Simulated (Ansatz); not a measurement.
Input (CCSDT(Q)/def2-TZVPP; Ansatz, a first-principles code):

Ansatz 0.2 input:
```yaml
crystal:
  periodic: [false, false, false]
  atoms:
    - {symbol: Ge, position_ang: [-0.63231657, 0.19069012, 0.11358363]}
    - {symbol: S, position_ang: [1.46879633, -0.44929869, -0.26032486]}
    - {symbol: H, position_ang: [-0.75460820, 1.55078246, -0.59741231]}
    - {symbol: H, position_ang: [-1.62232309, -0.81735286, -0.49268675]}
    - {symbol: H, position_ang: [-0.88967979, 0.35326556, 1.62062070]}
basis:
  gaussian:
    orbitals: def2-TZVPP
magnetization: {spin_polarized: true, initial_magnetization: 1}
correlation: {method: ccsdt_q, electrons: outside_noble_gas}
```

Output:

```
Functional definition: HF
integrals: 0.62 GiB planned
1610 factors; integrals over basis functions are off by at most 2.5e-7 eV
mean field: 0.76 GiB planned
mean field evaluation 1: about -67337.2240 eV, gradient 1.1e1 eV
mean field evaluation 2: about -67337.2261 eV, gradient 1.1e1 eV
mean field evaluation 4: about -67338.5798 eV, gradient 2.5e0 eV
mean field evaluation 8: about -67338.6420 eV, gradient 2.4e-3 eV
mean field evaluation 16: about -67338.5769 eV, gradient 2.5e0 eV
mean field evaluation 32: about -67338.6420 eV, gradient 7.4e-5 eV
mean field evaluation 64: about -67338.6418 eV, gradient 1.2e-1 eV
mean field evaluation 96: about -67338.3598 eV, gradient 4.1e0 eV
mean field evaluation 128: about -67338.6025 eV, gradient 7.3e-1 eV
mean field evaluation 160: about -67338.6414 eV, gradient 2.7e-1 eV
mean field -67338.64199900 eV, -2474.6494496924 hartree, gradient 1.4e-6 eV, S^2 0.762960; 8 other end points of the search recorded, 0 dependent functions left out
determinant -67338.64199900 eV, -2474.6494496924 hartree, with singles and doubles -67347.17763118 eV, -2474.9631283893 hartree
determinant -67338.60873003 eV, -2474.6482270801 hartree, with singles and doubles -67347.14378994 eV, -2474.9618847468 hartree
determinant -67336.23064125 eV, -2474.5608339295 hartree, with singles and doubles -67344.89501907 eV, -2474.8792439413 hartree
determinant -67338.64199900 eV, -2474.6494496924 hartree, with singles and doubles -67347.05088303 eV, -2474.9584704806 hartree
determinant -67338.60873003 eV, -2474.6482270801 hartree, with singles and doubles -67347.01633561 eV, -2474.9572008864 hartree
19 core orbitals not correlated
reference -67338.64199900 eV, -2474.6494496924 hartree; 7, 6 occupied and 106, 107 virtual orbitals, 1610 factors
second order -7.25436350 eV of doubles, -0.00000000 eV of singles
coupled cluster: 7.57 GiB planned
cycle   1  -8.08332033 eV  change   -8.3e-1 eV  update   8.3e-2
cycle   2  -8.63860575 eV  change   -5.6e-1 eV  update   3.5e-2
cycle   3  -8.77251462 eV  change   -1.3e-1 eV  update   1.7e-2
cycle   4  -8.74796339 eV  change    2.5e-2 eV  update   6.4e-3
cycle   5  -8.75317148 eV  change   -5.2e-3 eV  update   3.8e-3
cycle   6  -8.75617904 eV  change   -3.0e-3 eV  update   1.8e-3
cycle   7  -8.75500879 eV  change    1.2e-3 eV  update   8.8e-4
cycle   8  -8.75522144 eV  change   -2.1e-4 eV  update   3.4e-4
cycle   9  -8.75552502 eV  change   -3.0e-4 eV  update   1.4e-4
cycle  10  -8.75537474 eV  change    1.5e-4 eV  update   6.6e-5
cycle  11  -8.75535810 eV  change    1.7e-5 eV  update   3.7e-5
cycle  12  -8.75536585 eV  change   -7.7e-6 eV  update   2.1e-5
cycle  13  -8.75539032 eV  change   -2.4e-5 eV  update   1.4e-5
cycle  14  -8.75540517 eV  change   -1.5e-5 eV  update   8.6e-6
cycle  15  -8.75540226 eV  change    2.9e-6 eV  update   5.1e-6
cycle  16  -8.75539631 eV  change    6.0e-6 eV  update   2.8e-6
cycle  17  -8.75539478 eV  change    1.5e-6 eV  update   1.4e-6
perturbative correction -0.01365140 eV, -0.0005016796 hartree
Total energy: -67347.41104518 eV, -2474.9717061954 hartree
```
